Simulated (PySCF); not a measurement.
# Two-component Hartree-Fock for La⁴⁵⁺ (lanthanum, charge +45)

Start: [Ne] 3s2. Calculated with PySCF 2.14 in an even-tempered Gaussian basis (18 s from 11 bohr⁻², ratio 2.4; 14 p from 14 bohr⁻², ratio 2.4; 4 d from 46 bohr⁻², ratio 2.6; 4 f from 69 bohr⁻², ratio 2.6): generalised Hartree-Fock with the X2C-1e Hamiltonian and a Gaussian nucleus; one run each with spin-orbit coupling (SO) switched off, then screened by Boettger's factors.

```json
{"spinor shell": "1s1/2", "electrons": "2", "ε, spin-free (eV)": "-42182.6", "ε, screened SO (eV)": "-42178.9", "weight of nominal j (screened SO)": "1.000", "rms radius, screened SO (bohr)": "0.0286"}
{"spinor shell": "2s1/2", "electrons": "2", "ε, spin-free (eV)": "-9206.5", "ε, screened SO (eV)": "-9205.6", "weight of nominal j (screened SO)": "1.000", "rms radius, screened SO (bohr)": "0.114"}
{"spinor shell": "2p1/2", "electrons": "2", "ε, spin-free (eV)": "-8566.5", "ε, screened SO (eV)": "-8865.8", "weight of nominal j (screened SO)": "1.000", "rms radius, screened SO (bohr)": "0.0979"}
{"spinor shell": "3s1/2", "electrons": "2", "ε, spin-free (eV)": "-3705.8", "ε, screened SO (eV)": "-3705.6", "weight of nominal j (screened SO)": "1.000", "rms radius, screened SO (bohr)": "0.273"}
```

Where does 2p3/2 lie, and what is the 2p spin-orbit splitting (screened SO)?

At -8434.9 eV, 430.85 eV above 2p1/2.

```
   quantity    spin-free  screened SO
E (hartree)  -6527.32633  -6530.13333
        M_J            0            0
       ⟨J²⟩        0.000        0.000
       ⟨L²⟩        0.000        0.011
       ⟨S²⟩        0.000        0.011
```

Breit and QED terms are absent; they matter most for the inner s and p1/2 levels.

Densities and radii are taken from the X2C orbitals without a picture-change correction, which distorts them close to the nucleus.

Without spin-orbit coupling the j labels of p, d and f shells carry no meaning; the spin-free column gives the mean over the occupied spinors of each nl shell.
